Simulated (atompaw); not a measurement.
## u(r) = r·R(r): atom against pseudo-atom (Ca (Z = 20))

Columns: radius, all-electron u(r) and pseudo u(r) of the 3s shell (level -44.45 eV) of calcium in the configuration [Ne] 3s2 3p6 3d1 4s1 4p0; LDA (PW92), scalar-relativistic, PAW (atompaw) scheme, atompaw 4.2.0.5.

| r (bohr) | all-electron | pseudo |
| --- | --- | --- |
| 0.112 | -0.0692 | 0.2227 |
| 0.223 | -0.5187 | 0.4331 |
| 0.335 | -0.3993 | 0.6254 |
| 0.446 | -0.0207 | 0.7880 |
| 0.558 | 0.3805 | 0.9176 |
| 0.669 | 0.6930 | 1.0084 |
| 0.781 | 0.8974 | 1.0606 |
| 0.892 | 1.0005 | 1.0751 |
| 1.004 | 1.0271 | 1.0558 |
| 1.115 | 0.9999 | 1.0089 |
| 1.227 | 0.9385 | 0.9405 |
| 1.338 | 0.8589 | 0.8592 |
| 1.450 | 0.7705 | 0.7705 |
| 1.562 | 0.6810 | 0.6810 |
| 1.673 | 0.5958 | 0.5958 |
| 1.785 | 0.5159 | 0.5159 |
| 1.896 | 0.4440 | 0.4440 |
| 2.008 | 0.3793 | 0.3793 |
| 2.119 | 0.3229 | 0.3229 |
| 2.231 | 0.2734 | 0.2734 |
| 2.342 | 0.2310 | 0.2310 |
| 2.454 | 0.1943 | 0.1943 |
| 2.565 | 0.1632 | 0.1632 |
| 2.677 | 0.1367 | 0.1367 |
| 2.788 | 0.1144 | 0.1144 |
| 2.900 | 0.0954 | 0.0954 |

(1) How many radial nodes do the two functions have?

(2) At about which radius was the pseudo-wave matched?

(3) Is the pseudo-wave norm-conserving?

Results:

(1) The all-electron 3s function has n − l − 1 = 2 (the table is too coarse to show those close to the nucleus); the pseudo-wave has 0, since the states of the same l below it are removed with the core.

(2) 1.60 bohr. The columns agree to 0.0005 from 1.34 bohr on; several derivatives are matched, so the curves merge somewhat inside the radius.

(3) No, it belongs to a PAW set: the norm inside the radius is not constrained, and the difference is carried by the augmentation charge.
